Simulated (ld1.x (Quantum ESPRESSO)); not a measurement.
## Pt: RRKJ pseudisation with LDA (PZ), scalar-relativistic reference atom.

Pt (Z = 78), norm-conserving RRKJ (Kleinman–Bylander form), made with ld1.x (Quantum ESPRESSO) 7.5 (LDA (PZ), scalar-relativistic). Core [Kr] 4d10 4f14 5s2, reference 5p6 5d9 6s1 6p0. Waves: 6s (bound): rc 2.00 bohr; 5p (bound): rc 1.45 bohr; 5f channel at 0.05 Ry: rc 1.65 bohr; 5d (bound): rc 1.75 bohr. Local part: the d channel. Core correction: none.

All-electron outer shells of the reference configuration (LDA (PZ), scalar-relativistic, ld1.x):

```
shell  level (eV)  outermost node (bohr)  outermost maximum (bohr)
   5s     -102.20                   0.49                      0.87
   4f      -70.51                      –                      0.38
   5p      -56.29                   0.53                      0.98
   5d       -6.38                   0.57                      1.26
   6s       -5.97                   1.14                      2.38
   6p       -0.96                   1.36                      3.55
```

Task: Does the generator finish with these settings?

Result: No. ld1.x (Quantum ESPRESSO) 7.5 stopped with "compute_chi: n is too large": the Bessel-function wave could not be built (negative determinant in compute_phi), and the routine for χ then failed on it.
